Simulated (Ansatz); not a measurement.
Geometry optimisation, Ansatz, RKS PBE-D4/6-31G*.

Input file:

```yaml
crystal:
  periodic: [false, false, false]
  atoms:
    - { symbol: C, position_ang: [-0.09766, 0.8532, -0.16827] }
    - { symbol: Si, position_ang: [0.25946, -0.93483, 0.32199] }
    - { symbol: O, position_ang: [-0.67202, -1.93147, 0.9602] }
    - { symbol: Cl, position_ang: [2.15696, -1.39177, -0.13412] }
    - { symbol: H, position_ang: [-0.91037, 0.94284, -0.88564] }
    - { symbol: H, position_ang: [-0.35463, 1.44125, 0.71019] }
    - { symbol: H, position_ang: [0.78902, 1.3099, -0.60277] }
basis:
  gaussian: { orbitals: "6-31G*" }
hamiltonian:
  xc: pbe
  dispersion: d4
relax:
  f_tol: 0.015
  max_steps: 40
output:
  orbitals: {}
```

Launched with:

```bash
$ ansatz run input.yaml --threads 1 --pin off --max-ram 2048MiB --backend cpu --events-out ev --progress --plain --runs-dir out
```

Question: Where does it end, and by what steps?

Answer: The forces met the threshold. After 4 steps the energy has fallen by 0.106 eV; O3 moved furthest, 0.06 Å.

```tsv
step	energy less start (eV)	largest force component (eV/Å)	accepted
0	0.0000	1.849	yes
1	-0.0941	0.756	yes
2	-0.1052	0.093	yes
3	-0.1055	0.025	yes
4	-0.1056	0.015	yes
```

```xyz
7
Properties=species:S:1:pos:R:3
C -0.076 0.865 -0.166
Si 0.259 -0.915 0.314
O -0.730 -1.909 0.959
Cl 2.214 -1.408 -0.145
H -0.927 0.889 -0.867
H -0.370 1.427 0.736
H 0.801 1.340 -0.629
```

The run took 14 s on 1 thread of Arm Neoverse V1, on a shared host, peak memory 0.16 GiB.
